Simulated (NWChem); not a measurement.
Molecule: SeBrCl; SMILES Cl[Se]Br

Results from NWChem. The geometry was optimised at PBE0/def2-SVP. Level SCAN/def2-SVP: energy and gradient on several grids; changes count from the extra-fine grid, which is no exact limit either.

| grid | size of the energy change (μHa) | largest change of a gradient component (μHa/bohr) | time, medium = 1 (rough) |
|---|---|---|---|
| xcoarse | 40000 | 500 | about 1 |
| coarse | 5000 | 200 | about 1 |
| medium | 5000 | 80 | about 1 |
| fine | 900 | 60 | about 1 |
| xfine | < 10 | < 30 | 2 |
